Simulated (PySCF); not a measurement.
## Working out the excitation energy of Ar²⁺

Ar²⁺ [Ne] 3s2 3p4 (3P) → Ar²⁺ [Ne] 3s2 3p3 3d1 (5D). Computed with PySCF 2.14 in aug-cc-pVDZ-DK (5s4p2d, 27 functions), with the spin-free X2C one-electron Hamiltonian (Gaussian nucleus). Frozen: [Ne]. Energies in hartree (1 hartree = 27.21139 eV):

| part | Ar²⁺ (lower) | Ar²⁺ (upper) |
| --- | --- | --- |
| UHF | -527.098655 | -526.363184 |
| MP2 opposite-spin | -0.069355 | -0.050037 |
| MP2 same-spin | -0.022322 | -0.016360 |

Q: What does Hartree-Fock give?

A: (-526.363184) − (-527.098655) = 0.735471 hartree = 20.013 eV.

Q: What do MP2 and SCS-MP2 (6/5 opposite-spin, 1/3 same-spin) give?

A: The opposite-spin parts differ by 0.526 eV and the same-spin parts by 0.162 eV. MP2: 20.013 + (0.526) + (0.162) = 20.701 eV. SCS-MP2: 20.013 + 1.2 × (0.526) + (0.162)/3 = 20.698 eV.

A double-zeta basis recovers only part of the correlation energy.
